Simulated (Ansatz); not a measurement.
Born–Oppenheimer molecular dynamics of a periodic cell of 19 atoms, Be16HCO (surface Be(0001), adsorbate HCO, incident energy 0.1 eV, 40° from the normal). It starts from an unrelaxed structure (largest force component 2.38 eV/Å).

The calculation used DFT PBE, scalar-relativistic, plane waves, PAW in Ansatz. Settings: accuracy low, cutoff 420 eV, k mesh 4x4x1, fermi-dirac smearing 0.05 eV, no spin polarisation.

```json
{
 "ensemble": "NVE (velocity Verlet)",
 "time step": "0.5 fs",
 "steps asked": "420",
 "starting velocities": "zero, but for any typed in the input",
 "atoms held": "1 to 4",
 "seed": "577339"
}
```

Frames 10 fs apart, positions in Å, forces in eV/Å.

Velocities at 20.0 fs (Å/ps):

```
Be 0.00 0.00 0.00
Be 0.00 0.00 0.00
Be 0.00 0.00 0.00
Be 0.00 0.00 0.00
Be -0.02 0.08 0.45
Be 0.03 -0.05 0.37
Be -0.10 0.04 0.48
Be 0.11 0.02 0.88
Be 0.07 -0.05 0.44
Be -0.07 -0.05 -0.53
Be -0.03 -0.04 -0.49
Be 0.00 0.05 -0.07
Be -0.05 -0.32 0.46
Be 0.02 0.26 0.28
Be 0.49 0.07 0.32
Be -0.43 0.04 1.64
C 7.36 -2.60 -5.27
H 0.02 24.07 -7.53
O 3.97 0.44 -8.90
```

```xyz
19
Lattice="4.5800 0.0000 0.0000 2.2900 3.9664 0.0000 0.0000 0.0000 19.3826" Properties=species:S:1:pos:R:3:forces:R:3 time_fs=20.0 energy_less_start_eV=-0.070 T=88
Be 0.000 1.322 1.000 -0.01 0.01 0.02
Be 2.290 1.322 1.000 0.01 0.00 -0.02
Be 1.145 3.305 1.000 -0.01 0.00 -0.01
Be 3.435 3.305 1.000 0.01 -0.01 -0.01
Be 0.000 0.000 2.800 0.00 0.01 0.01
Be 2.290 -0.001 2.799 0.00 0.00 -0.01
Be 1.144 1.984 2.801 -0.01 0.00 -0.01
Be 3.436 1.984 2.807 0.00 0.00 -0.03
Be 0.001 1.321 4.589 -0.01 0.01 0.07
Be 2.289 1.321 4.581 0.01 0.00 0.02
Be 1.145 3.305 4.580 0.00 0.00 0.04
Be 3.435 3.306 4.585 0.00 -0.01 0.02
Be -0.001 -0.002 6.384 0.00 -0.03 0.07
Be 2.290 0.003 6.384 -0.01 0.00 0.03
Be 1.149 1.983 6.384 0.02 0.01 0.05
Be 3.431 1.983 6.401 -0.02 0.02 0.01
C 3.601 1.957 10.690 0.27 -0.72 -1.35
H 2.529 1.895 10.247 1.09 0.52 1.31
O 4.451 2.153 11.486 -1.36 0.21 -0.21
19
Lattice="4.5800 0.0000 0.0000 2.2900 3.9664 0.0000 0.0000 0.0000 19.3826" Properties=species:S:1:pos:R:3:forces:R:3 time_fs=30.0 energy_less_start_eV=-0.496 T=307
Be 0.000 1.322 1.000 -0.02 0.01 0.04
Be 2.290 1.322 1.000 0.02 0.00 0.01
Be 1.145 3.305 1.000 -0.01 0.01 0.00
Be 3.435 3.305 1.000 0.01 -0.01 -0.01
Be -0.001 0.002 2.804 0.00 0.00 -0.02
Be 2.291 -0.001 2.802 0.00 0.01 -0.03
Be 1.143 1.984 2.805 0.00 -0.01 -0.04
Be 3.437 1.983 2.813 -0.01 -0.01 -0.06
Be 0.002 1.321 4.598 -0.01 0.01 0.07
Be 2.289 1.321 4.578 0.01 0.00 0.09
Be 1.144 3.304 4.578 0.00 0.00 0.07
Be 3.435 3.306 4.586 0.01 -0.01 0.03
Be -0.001 -0.007 6.393 0.01 -0.01 0.04
Be 2.290 0.004 6.388 -0.01 -0.04 -0.01
Be 1.155 1.985 6.389 -0.02 0.01 0.01
Be 3.427 1.985 6.417 0.02 0.03 -0.06
C 3.690 1.891 10.584 -1.47 0.57 -0.13
H 2.599 2.397 10.543 1.06 -0.59 -0.13
O 4.475 2.171 11.407 0.42 0.03 0.13
19
Lattice="4.5800 0.0000 0.0000 2.2900 3.9664 0.0000 0.0000 0.0000 19.3826" Properties=species:S:1:pos:R:3:forces:R:3 time_fs=40.0 energy_less_start_eV=-0.148 T=128
Be 0.000 1.322 1.000 -0.03 0.00 0.05
Be 2.290 1.322 1.000 0.03 0.00 0.01
Be 1.145 3.305 1.000 0.00 0.02 0.01
Be 3.435 3.305 1.000 0.00 -0.01 0.00
Be -0.002 0.003 2.808 0.00 0.00 -0.01
Be 2.291 0.000 2.802 0.00 0.01 -0.01
Be 1.142 1.984 2.805 0.01 -0.01 -0.01
Be 3.438 1.982 2.813 -0.01 -0.01 -0.03
Be 0.001 1.322 4.613 0.00 0.00 0.02
Be 2.290 1.321 4.584 0.00 0.00 0.07
Be 1.144 3.304 4.584 0.00 0.01 0.05
Be 3.436 3.305 4.590 0.00 0.00 0.02
Be 0.001 -0.012 6.405 0.01 0.02 0.01
Be 2.288 0.003 6.391 -0.01 -0.03 -0.01
Be 1.157 1.988 6.396 -0.04 0.00 0.01
Be 3.424 1.989 6.428 0.03 0.01 -0.05
C 3.737 1.861 10.488 1.32 0.05 0.85
H 2.931 2.548 10.611 -2.71 0.83 -1.00
O 4.513 2.184 11.326 1.40 -0.87 0.01
19
Lattice="4.5800 0.0000 0.0000 2.2900 3.9664 0.0000 0.0000 0.0000 19.3826" Properties=species:S:1:pos:R:3:forces:R:3 time_fs=50.0 energy_less_start_eV=-0.403 T=259
Be 0.000 1.322 1.000 0.01 -0.03 0.04
Be 2.290 1.322 1.000 -0.01 -0.01 0.00
Be 1.145 3.305 1.000 0.02 0.02 0.02
Be 3.435 3.305 1.000 -0.02 0.03 -0.01
Be -0.002 0.004 2.811 0.00 -0.01 0.05
Be 2.291 0.001 2.801 -0.01 0.00 0.04
Be 1.142 1.982 2.804 0.01 0.00 0.06
Be 3.437 1.980 2.809 -0.02 0.01 -0.01
Be 0.000 1.323 4.630 0.00 0.00 -0.08
Be 2.291 1.321 4.597 0.01 0.01 -0.01
Be 1.144 3.305 4.595 0.01 0.00 0.05
Be 3.437 3.304 4.595 0.00 -0.01 0.00
Be 0.003 -0.016 6.420 -0.01 0.05 0.07
Be 2.285 -0.002 6.395 0.01 0.01 0.04
Be 1.156 1.991 6.404 -0.04 -0.03 0.08
Be 3.424 1.994 6.432 0.03 -0.04 -0.10
C 3.763 1.909 10.451 -0.68 -0.29 -0.68
H 2.727 2.367 9.985 1.63 -0.13 0.99
O 4.602 2.160 11.235 -0.94 0.43 -0.53
19
Lattice="4.5800 0.0000 0.0000 2.2900 3.9664 0.0000 0.0000 0.0000 19.3826" Properties=species:S:1:pos:R:3:forces:R:3 time_fs=60.0 energy_less_start_eV=-0.309 T=211
Be 0.000 1.322 1.000 0.03 -0.02 0.00
Be 2.290 1.322 1.000 -0.02 0.03 0.00
Be 1.145 3.305 1.000 0.05 -0.02 0.03
Be 3.435 3.305 1.000 -0.05 0.01 0.05
Be -0.003 0.003 2.818 0.02 -0.04 0.03
Be 2.290 0.002 2.804 -0.01 -0.02 0.05
Be 1.143 1.981 2.809 0.02 0.02 0.07
Be 3.435 1.980 2.806 -0.01 0.04 0.08
Be 0.000 1.324 4.638 0.02 -0.01 -0.20
Be 2.293 1.322 4.609 -0.02 0.00 -0.03
Be 1.145 3.306 4.611 0.01 -0.01 0.00
Be 3.438 3.303 4.601 -0.02 0.02 0.13
Be 0.004 -0.013 6.441 -0.08 0.14 0.03
Be 2.285 -0.005 6.403 0.09 0.07 0.05
Be 1.151 1.990 6.420 -0.06 -0.08 0.06
Be 3.428 1.994 6.427 0.05 -0.14 0.07
C 3.788 1.921 10.417 -2.86 -1.28 -2.16
H 3.030 2.287 9.491 1.53 0.11 1.12
O 4.659 2.157 11.121 1.32 1.17 0.61
19
Lattice="4.5800 0.0000 0.0000 2.2900 3.9664 0.0000 0.0000 0.0000 19.3826" Properties=species:S:1:pos:R:3:forces:R:3 time_fs=70.0 energy_less_start_eV=-0.412 T=264
Be 0.000 1.322 1.000 0.01 0.02 0.03
Be 2.290 1.322 1.000 -0.01 0.01 0.01
Be 1.145 3.305 1.000 -0.01 -0.02 0.05
Be 3.435 3.305 1.000 0.00 -0.01 0.06
Be -0.002 -0.001 2.828 0.01 -0.01 -0.05
Be 2.289 0.001 2.813 0.01 -0.03 0.07
Be 1.145 1.982 2.821 -0.01 0.02 0.01
Be 3.432 1.982 2.810 0.03 0.02 0.10
Be 0.001 1.324 4.628 0.01 -0.01 -0.05
Be 2.293 1.324 4.617 -0.03 0.00 -0.07
Be 1.146 3.306 4.626 0.00 -0.01 -0.03
Be 3.437 3.304 4.618 -0.02 0.02 0.08
Be -0.002 0.000 6.463 -0.02 0.01 -0.14
Be 2.292 -0.002 6.419 0.01 0.06 0.12
Be 1.142 1.983 6.439 0.06 -0.03 -0.04
Be 3.436 1.982 6.428 -0.03 -0.04 0.11
C 3.771 1.863 10.336 2.44 1.38 0.84
H 3.789 2.461 9.364 -0.93 -0.31 -0.96
O 4.718 2.190 10.996 -1.51 -1.07 -0.14
19
Lattice="4.5800 0.0000 0.0000 2.2900 3.9664 0.0000 0.0000 0.0000 19.3826" Properties=species:S:1:pos:R:3:forces:R:3 time_fs=80.0 energy_less_start_eV=-0.616 T=369
Be 0.000 1.322 1.000 -0.03 0.08 0.08
Be 2.290 1.322 1.000 0.02 0.02 0.01
Be 1.145 3.305 1.000 -0.05 -0.04 0.07
Be 3.435 3.305 1.000 0.05 -0.07 0.08
Be 0.000 -0.005 2.833 -0.01 0.03 -0.08
Be 2.287 -0.003 2.829 0.02 -0.03 0.01
Be 1.146 1.985 2.834 -0.05 0.02 -0.06
Be 3.432 1.986 2.825 0.06 0.00 0.10
Be 0.003 1.323 4.615 -0.01 0.01 0.22
Be 2.289 1.325 4.619 0.00 -0.03 0.00
Be 1.147 3.304 4.638 -0.05 -0.01 0.00
Be 3.434 3.307 4.645 0.03 0.00 0.05
Be -0.011 0.015 6.471 0.05 -0.15 -0.21
Be 2.300 0.009 6.447 -0.07 -0.01 0.05
Be 1.138 1.973 6.456 0.11 0.05 -0.02
Be 3.441 1.966 6.446 -0.06 0.11 0.38
C 3.852 1.887 10.230 -0.52 0.26 -2.50
H 3.969 2.184 8.948 -0.58 -0.51 0.41
O 4.740 2.191 10.888 1.10 0.25 1.42
19
Lattice="4.5800 0.0000 0.0000 2.2900 3.9664 0.0000 0.0000 0.0000 19.3826" Properties=species:S:1:pos:R:3:forces:R:3 time_fs=90.0 energy_less_start_eV=-0.662 T=392
Be 0.000 1.322 1.000 -0.06 0.00 0.13
Be 2.290 1.322 1.000 0.06 -0.01 0.09
Be 1.145 3.305 1.000 -0.01 0.04 0.09
Be 3.435 3.305 1.000 0.01 -0.03 0.07
Be 0.001 -0.007 2.832 -0.04 0.07 0.07
Be 2.289 -0.010 2.846 0.04 0.06 -0.05
Be 1.143 1.989 2.841 0.00 -0.04 -0.09
Be 3.438 1.990 2.849 -0.01 -0.08 -0.06
Be 0.004 1.322 4.623 -0.06 0.00 0.32
Be 2.286 1.323 4.622 0.07 -0.03 0.21
Be 1.144 3.302 4.650 -0.02 0.06 0.00
Be 3.434 3.310 4.676 0.04 -0.04 -0.17
Be -0.014 0.014 6.460 0.09 -0.19 0.18
Be 2.301 0.018 6.480 -0.10 -0.14 -0.06
Be 1.145 1.968 6.469 0.06 0.16 -0.09
Be 3.438 1.962 6.499 -0.06 0.17 0.10
C 3.954 1.952 10.002 0.14 0.07 0.72
H 3.694 1.522 8.823 0.86 0.49 0.52
O 4.775 2.185 10.814 -1.01 -0.56 -2.00
19
Lattice="4.5800 0.0000 0.0000 2.2900 3.9664 0.0000 0.0000 0.0000 19.3826" Properties=species:S:1:pos:R:3:forces:R:3 time_fs=100.0 energy_less_start_eV=-0.738 T=432
Be 0.000 1.322 1.000 0.03 -0.04 0.10
Be 2.290 1.322 1.000 -0.02 -0.02 0.15
Be 1.145 3.305 1.000 0.02 0.02 0.13
Be 3.435 3.305 1.000 -0.01 0.05 0.16
Be -0.002 -0.004 2.838 0.01 0.00 0.14
Be 2.293 -0.011 2.858 -0.04 0.08 -0.04
Be 1.140 1.989 2.840 0.06 -0.07 0.03
Be 3.442 1.987 2.867 -0.09 -0.04 -0.19
Be 0.000 1.322 4.661 -0.01 0.05 -0.03
Be 2.289 1.318 4.645 0.04 0.05 0.14
Be 1.138 3.305 4.663 0.04 -0.01 0.02
Be 3.438 3.309 4.691 0.01 -0.05 -0.09
Be -0.009 -0.003 6.467 -0.02 0.07 0.33
Be 2.293 0.013 6.508 0.05 -0.13 0.00
Be 1.158 1.978 6.475 -0.10 0.02 -0.02
Be 3.431 1.973 6.558 0.03 0.02 -0.45
C 4.049 2.025 9.774 0.22 -0.05 -0.03
H 3.973 1.132 9.090 -0.24 -0.27 -0.53
O 4.780 2.157 10.674 0.02 0.31 0.19
19
Lattice="4.5800 0.0000 0.0000 2.2900 3.9664 0.0000 0.0000 0.0000 19.3826" Properties=species:S:1:pos:R:3:forces:R:3 time_fs=110.0 energy_less_start_eV=-0.673 T=398
Be 0.000 1.322 1.000 0.03 -0.01 0.11
Be 2.290 1.322 1.000 -0.02 -0.03 0.15
Be 1.145 3.305 1.000 -0.01 0.02 0.15
Be 3.435 3.305 1.000 0.02 0.04 0.21
Be -0.003 0.000 2.858 0.04 -0.04 0.03
Be 2.294 -0.004 2.865 -0.06 0.00 0.00
Be 1.142 1.982 2.842 0.03 -0.02 0.12
Be 3.439 1.979 2.866 -0.04 0.03 -0.05
Be -0.005 1.327 4.699 0.05 0.03 -0.19
Be 2.296 1.318 4.682 -0.04 0.04 -0.06
Be 1.136 3.309 4.678 0.06 -0.04 0.01
Be 3.442 3.304 4.696 -0.03 0.01 0.08
Be -0.006 -0.016 6.507 -0.08 0.22 0.07
Be 2.288 -0.005 6.535 0.11 0.02 0.02
Be 1.162 1.991 6.479 -0.13 -0.13 0.06
Be 3.426 1.988 6.575 0.08 -0.15 -0.30
C 4.156 2.051 9.540 0.74 -1.02 0.16
H 4.133 0.999 9.111 -0.64 -0.02 -0.79
O 4.784 2.147 10.529 -0.12 1.05 0.22
19
Lattice="4.5800 0.0000 0.0000 2.2900 3.9664 0.0000 0.0000 0.0000 19.3826" Properties=species:S:1:pos:R:3:forces:R:3 time_fs=120.0 energy_less_start_eV=-0.896 T=513
Be 0.000 1.322 1.000 0.06 -0.05 0.15
Be 2.290 1.322 1.000 -0.06 -0.05 0.18
Be 1.145 3.305 1.000 -0.01 0.02 0.23
Be 3.435 3.305 1.000 0.00 0.08 0.21
Be -0.001 0.001 2.882 0.02 -0.05 -0.08
Be 2.290 0.003 2.873 0.01 -0.07 0.05
Be 1.148 1.974 2.855 -0.01 0.06 0.12
Be 3.430 1.973 2.859 0.04 0.06 0.01
Be -0.005 1.335 4.718 -0.01 -0.06 -0.20
Be 2.300 1.322 4.713 -0.05 -0.02 -0.21
Be 1.139 3.308 4.696 0.03 0.02 0.14
Be 3.443 3.299 4.706 -0.06 0.07 -0.01
Be -0.010 -0.007 6.557 0.02 0.12 -0.10
Be 2.295 -0.020 6.566 0.08 0.12 0.19
Be 1.153 1.991 6.489 -0.04 -0.15 0.22
Be 3.429 1.988 6.557 0.06 -0.14 -0.36
C 4.321 1.995 9.311 -0.05 -0.49 0.45
H 3.814 1.077 8.650 0.60 0.91 0.70
O 4.773 2.186 10.385 -0.63 -0.37 -1.67
19
Lattice="4.5800 0.0000 0.0000 2.2900 3.9664 0.0000 0.0000 0.0000 19.3826" Properties=species:S:1:pos:R:3:forces:R:3 time_fs=130.0 energy_less_start_eV=-1.029 T=582
Be 0.000 1.322 1.000 0.12 -0.06 0.18
Be 2.290 1.322 1.000 -0.11 -0.02 0.17
Be 1.145 3.305 1.000 0.02 -0.04 0.27
Be 3.435 3.305 1.000 -0.03 0.09 0.23
Be 0.003 -0.004 2.899 -0.02 -0.02 -0.10
Be 2.286 0.003 2.884 0.04 -0.09 0.00
Be 1.152 1.972 2.881 -0.05 0.11 0.06
Be 3.426 1.974 2.852 0.08 0.10 0.06
Be -0.005 1.337 4.716 0.01 -0.17 -0.13
Be 2.298 1.323 4.723 -0.08 -0.11 -0.18
Be 1.147 3.308 4.725 0.01 0.00 0.05
Be 3.438 3.301 4.719 0.00 0.09 -0.03
Be -0.011 0.012 6.591 0.19 -0.16 -0.46
Be 2.309 -0.023 6.612 -0.03 0.16 -0.10
Be 1.141 1.976 6.528 0.02 0.01 0.54
Be 3.437 1.976 6.498 -0.06 0.10 -0.39
C 4.490 1.923 9.098 -0.08 0.12 -1.52
H 3.660 1.497 8.509 -0.64 -0.49 0.06
O 4.744 2.218 10.181 0.62 0.38 1.30
```

Of the whole run (210 fs, mean temperature of the second half 698 K): The conserved energy stayed within 0.13 meV per atom of its start (net change -0.062 meV per atom), so the integration is sound. A run of 0.21 ps of so small a system gives no equilibrium averages. Limits of this set-up: coarse k mesh, slab without dipole correction, odd electron count without spin, low accuracy level.

Run time: 22 min on 1 thread of Intel(R) Xeon(R) 6975P-C (Granite Rapids) (shared host), peak memory 0.76 GiB.
